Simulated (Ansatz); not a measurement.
Species: ZrCl3, net charge 0, doublet state. The spin state was set by rule; other spins were not relaxed. SMILES: [Zr]([Cl])([Cl])[Cl]
Geometry: optimised at B3LYP-D3(BJ)/def2-TZVP (Ansatz, an electronic-structure program).

Quantity: atomisation energy (electronic, to ground-state atoms), in kcal/mol. Valence correlation only, unless marked. UHF or UKS for open shells. No spin-orbit coupling. The frozen core is the preceding noble-gas configuration, with the filled d and f shells of earlier blocks. Past Kr the def2 sets carry scalar-relativistic core potentials. The coupled-cluster limit lacks core correlation, which all-electron functionals hold. Basis-set limits of correlation are two-point, X^-3; Hartree-Fock from the larger set.

```json
[
 {"level": "BLYP-D3(BJ)/def2-TZVPD", "program": "Ansatz + dftd3", "atomisation energy (kcal/mol)": "354.5"}
]
```

Problem. What does CCSD(T)/CBS(def2-TZVPP,def2-QZVPP) (Ansatz) give?

Solution. 358.8 kcal/mol, so BLYP-D3(BJ)/def2-TZVPD differs from it by -4.3 kcal/mol.
